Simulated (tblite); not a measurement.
Isomers of C4H12OSi2. Method: GFN2-xTB as coded in tblite; computed harmonic values from a numerical Hessian at the method's own geometry, unscaled. Against measured fundamentals such values can be off by several per cent, at times by over 20. Modes of hydrogen on silicon can be 10 to 20 % off. One conformer each.

Electronic energies: GFN2-xTB at the same geometries; isomer energies are rough at this level and their order can be wrong.

| SMILES | electronic energy, lowest = 0 (kcal/mol) |
| --- | --- |
| CC[SiH2]O[C@@H]1C[SiH2]1 | 2.3 |
| CO[C@H]1[SiH2][C@H](C)[SiH2]1 | 31.1 |
| CC(C)(C=O)[SiH2][SiH3] | 14.3 |
| O=C(C[SiH3])CC[SiH3] | 0.0 |
| [SiH3]C[SiH2]C1COC1 | 23.3 |

Task: How do GFN2-xTB zero-point energies change the relative energies?

Result: 
```json
{"SMILES": "O=C(C[SiH3])CC[SiH3]", "ZPE (kcal/mol)": "88.0", "of it from modes above 1550 cm⁻¹": "47.4", "electronic (kcal/mol)": "0.0", "with ZPE, lowest = 0 (kcal/mol)": "0.0", "lowest mode (cm⁻¹)": "34", "rings": "0"}
{"SMILES": "CC[SiH2]O[C@@H]1C[SiH2]1", "ZPE (kcal/mol)": "90.9", "of it from modes above 1550 cm⁻¹": "47.6", "electronic (kcal/mol)": "2.3", "with ZPE, lowest = 0 (kcal/mol)": "5.2", "lowest mode (cm⁻¹)": "14", "rings": "1"}
{"SMILES": "CC(C)(C=O)[SiH2][SiH3]", "ZPE (kcal/mol)": "88.6", "of it from modes above 1550 cm⁻¹": "48.1", "electronic (kcal/mol)": "14.3", "with ZPE, lowest = 0 (kcal/mol)": "14.8", "lowest mode (cm⁻¹)": "64", "rings": "0"}
{"SMILES": "[SiH3]C[SiH2]C1COC1", "ZPE (kcal/mol)": "89.3", "of it from modes above 1550 cm⁻¹": "45.4", "electronic (kcal/mol)": "23.3", "with ZPE, lowest = 0 (kcal/mol)": "24.6", "lowest mode (cm⁻¹)": "23", "rings": "1"}
{"SMILES": "CO[C@H]1[SiH2][C@H](C)[SiH2]1", "ZPE (kcal/mol)": "90.5", "of it from modes above 1550 cm⁻¹": "46.6", "electronic (kcal/mol)": "31.1", "with ZPE, lowest = 0 (kcal/mol)": "33.6", "lowest mode (cm⁻¹)": "21", "rings": "1"}
```

The zero-point energies span 2.9 kcal/mol, from `O=C(C[SiH3])CC[SiH3]` to `CC[SiH2]O[C@@H]1C[SiH2]1`. The order is unchanged.
